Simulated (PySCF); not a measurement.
C2H3N3 (SMILES c1nc[nH]n1), singlet, at a GFN2-xTB geometry; SVWN5/STO-3G (PySCF).

PySCF was given this input:
```python
from pyscf import gto, scf, dft

mol = gto.M(
    atom='''
C     1.11923740   -0.03272439   -0.00697492
N     0.42204774    1.12248960    0.01417623
C    -0.82487582    0.72748791    0.01555713
N    -0.87641108   -0.61852814   -0.00407798
N     0.36888823   -1.10715438   -0.01853564
H     2.18839575   -0.06992044   -0.01372567
H    -1.68578985    1.36316596    0.02996358
H    -1.67044963   -1.23947616   -0.00866946
''',
    basis='sto-3g',
    verbose=4,
)

mf = dft.RKS(mol)
mf.xc = 'lda,vwn'
mf.kernel()
```

Task: What does PySCF print? Leave out banner, timings and long lists.

Result: 
```
PySCF version 2.14.0

[INPUT] verbose = 4
[INPUT] num. atoms = 8
[INPUT] num. electrons = 36
[INPUT] charge = 0
[INPUT] spin (= nelec alpha-beta = 2S) = 0
[INPUT] symmetry False subgroup None
[INPUT] Mole.unit = angstrom
[INPUT] Symbol           X                Y                Z      unit          X                Y                Z       unit  Magmom
[INPUT]  1 C      1.119237400000  -0.032724390000  -0.006974920000 AA    2.115052154370  -0.061840134693  -0.013180688541 Bohr   0.0
[INPUT]  2 N      0.422047740000   1.122489600000   0.014176230000 AA    0.797554640092   2.121197921673   0.026789192179 Bohr   0.0
[INPUT]  3 C     -0.824875820000   0.727487910000   0.015557130000 AA   -1.558789386576   1.374752908832   0.029398714984 Bohr   0.0
[INPUT]  4 N     -0.876411080000  -0.618528140000  -0.004077980000 AA   -1.656176913734  -1.168848784937  -0.007706265341 Bohr   0.0
[INPUT]  5 N      0.368888230000  -1.107154380000  -0.018535640000 AA    0.697097725276  -2.092218555813  -0.035027283144 Bohr   0.0
[INPUT]  6 H      2.188395750000  -0.069920440000  -0.013725670000 AA    4.135468619662  -0.132130482109  -0.025937757176 Bohr   0.0
[INPUT]  7 H     -1.685789850000   1.363165960000   0.029963580000 AA   -3.185681120072   2.576010326730   0.056622959911 Bohr   0.0
[INPUT]  8 H     -1.670449630000  -1.239476160000  -0.008669460000 AA   -3.156692305581  -2.342270480328  -0.016382905048 Bohr   0.0

nuclear repulsion = 166.771669600378
number of shells = 18
number of NR pGTOs = 84
number of NR cGTOs = 28
basis = sto-3g
ecp = {}

******** <class 'pyscf.dft.rks.RKS'> ********
method = RKS
initial guess = minao
damping factor = 0
level_shift factor = 0
DIIS = <class 'pyscf.scf.diis.CDIIS'>
diis_start_cycle = 1
diis_space = 8
diis_damp = 0
SCF conv_tol = 1e-09
SCF conv_tol_grad = None
SCF max_cycles = 50
direct_scf = True
direct_scf_tol = 1e-13
XC library pyscf.dft.libxc version 7.1.2
    S. Lehtola, C. Steigemann, M. J. T. Oliveira, and M. A. L. Marques,  SoftwareX 7, 1–5 (2018)
XC functionals = lda,vwn
    P. A. M. Dirac,  Math. Proc. Cambridge Philos. Soc. 26, 376 (1930)
    F. Bloch,  Z. Phys. 57, 545 (1929)
    S. H. Vosko, L. Wilk, and M. Nusair,  Can. J. Phys. 58, 1200 (1980)
radial grids:
    Treutler-Ahlrichs [JCP 102, 346 (1995); DOI:10.1063/1.469408] (M4) radial grids

becke partition: Becke, JCP 88, 2547 (1988); DOI:10.1063/1.454033
pruning grids: <function nwchem_prune>
grids dens level: 3
symmetrized grids: False
atomic radii adjust function: <function treutler_atomic_radii_adjust>
small_rho_cutoff = 0
Set gradient conv threshold to 3.16228e-05
Initial guess from minao.
tot grids = 99368
init E= -238.23033051825
  HOMO = -0.239097171101785  LUMO = 0.00281779671865034  gap/eV = 6.58284
cycle= 1 E= -237.01644408766  delta_E= 1.21  |g|= 0.445  |ddm|= 4.36
  HOMO = -0.0177636564262947  LUMO = 0.0713230487942372  gap/eV = 2.42417
cycle= 2 E= -236.755490401952  delta_E= 0.261  |g|= 1.05  |ddm|= 2.01
  HOMO = -0.109662109124336  LUMO = 0.0706054012040542  gap/eV = 4.90533
cycle= 3 E= -237.082604464817  delta_E= -0.327  |g|= 0.0864  |ddm|= 1.41
  HOMO = -0.120896541724887  LUMO = 0.0592234079590804  gap/eV = 4.90131
cycle= 4 E= -237.084227906878  delta_E= -0.00162  |g|= 0.0514  |ddm|= 0.186
  HOMO = -0.122263038357881  LUMO = 0.0595548913500301  gap/eV = 4.94752
cycle= 5 E= -237.085079171337  delta_E= -0.000851  |g|= 0.0102  |ddm|= 0.0795
  HOMO = -0.121285657287827  LUMO = 0.0598980952893143  gap/eV = 4.93026
cycle= 6 E= -237.085096949432  delta_E= -1.78e-05  |g|= 0.00709  |ddm|= 0.022
  HOMO = -0.121305520843809  LUMO = 0.0603189922914956  gap/eV = 4.94225
cycle= 7 E= -237.085113353663  delta_E= -1.64e-05  |g|= 0.000661  |ddm|= 0.0102
  HOMO = -0.121368136128895  LUMO = 0.0602327217704157  gap/eV = 4.94161
cycle= 8 E= -237.0851134677  delta_E= -1.14e-07  |g|= 0.000332  |ddm|= 0.00109
  HOMO = -0.121381791111815  LUMO = 0.0602280936498995  gap/eV = 4.94186
cycle= 9 E= -237.085113499763  delta_E= -3.21e-08  |g|= 2.09e-05  |ddm|= 0.000401
  HOMO = -0.121382512786495  LUMO = 0.060229376141943  gap/eV = 4.94191
cycle= 10 E= -237.085113499921  delta_E= -1.58e-10  |g|= 2.46e-06  |ddm|= 4.26e-05
  HOMO = -0.121382636295712  LUMO = 0.0602291546136924  gap/eV = 4.94191
Extra cycle  E= -237.085113499919  delta_E= 1.93e-12  |g|= 3.71e-06  |ddm|= 1.04e-05
converged SCF energy = -237.085113499919
```
